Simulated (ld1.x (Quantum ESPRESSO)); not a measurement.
## Building the TM semilocal potential for C (PW91, scalar-relativistic).

```json
{"Element": "carbon", "Generator": "ld1.x (Quantum ESPRESSO) 7.5", "Type": "norm-conserving Troullier–Martins (semilocal form)", "Functional": "PW91", "Relativity": "scalar-relativistic", "Frozen core": "[He]", "Valence charge": "4", "Reference configuration": "2s1 2p3", "Partial waves": "2s (bound): rc 1.30 bohr; 2p (bound): rc 2.60 bohr", "Local potential": "the p channel", "Core correction": "none"}
```

All-electron outer shells of the reference configuration (PW91, scalar-relativistic, ld1.x):

| shell | level (eV) | outermost node (bohr) | outermost maximum (bohr) |
| --- | --- | --- | --- |
| 1s | -274.64 | – | 0.17 |
| 2s | -14.24 | 0.38 | 1.22 |
| 2p | -5.76 | – | 1.20 |

(1) Estimate the cutoffs (Ry, on a coarse ladder) from which the occupation-weighted sum of valence levels, in a spherical-Bessel basis at the reference potential, stays within 10 and 1 mRy of its value at 400 Ry.

(2) Which valence shell sets the plane-wave cutoff?

(3) Tests: 2s2 2p2; 2s2 2p1; 2s2 2p0; 2s2 2p2.3; 2s1 2p0; 2s0 2p4; 2s2 2p1.5. Which has the largest error in its energy relative to the reference configuration, and how large is it?

Results:

(1) 30 Ry and 70 Ry.

(2) 2s: its level needs 70 Ry to come within 1 mRy, against 21 Ry for 2p.

(3) 2s1 2p0, with +2027 meV (all-electron minus pseudo) on +74.95 eV.
